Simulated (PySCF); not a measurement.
PySCF 2.14 output of an unrestricted M06-2X calculation on a single atom or ion in x2c-TZVPall, with scalar relativity by spin-free X2C-1e:

```
SCF conv_tol = 1e-09
number electrons alpha = 23  beta = 20
    Y. Zhao and D. G. Truhlar.,  Theor. Chem. Acc. 120, 215 (2008)
    Y. Zhao and D. G. Truhlar.,  Theor. Chem. Acc. 120, 215 (2008)
cycle= 1 E= -4783.02971502176  delta_E= -0.00808  |g|= 0.0141  |ddm|= 0.122
cycle= 2 E= -4783.0297367029  delta_E= -2.17e-05  |g|= 0.00207  |ddm|= 0.00647
cycle= 3 E= -4783.02973709039  delta_E= -3.87e-07  |g|= 0.0012  |ddm|= 0.0016
cycle= 4 E= -4783.0297372771  delta_E= -1.87e-07  |g|= 0.000143  |ddm|= 0.000579
cycle= 5 E= -4783.02973728146  delta_E= -4.36e-09  |g|= 2.23e-05  |ddm|= 9.16e-05
cycle= 6 E= -4783.0297372816  delta_E= -1.42e-10  |g|= 1.59e-06  |ddm|= 1.61e-05
converged SCF energy = -4783.0297372816  <S^2> = 3.7529178  2S+1 = 4.0014586
```

The run itself started from symmetry-adapted Hartree-Fock orbitals and held the occupation by maximum overlap, on a logarithmic radial grid, so the iterations belong to that start.

Which element, charge and spin multiplicity is this?

Rh²⁺ (rhodium, charge +2), multiplicity 4; the state was [Kr] 4d7, high-spin 4F determinant.
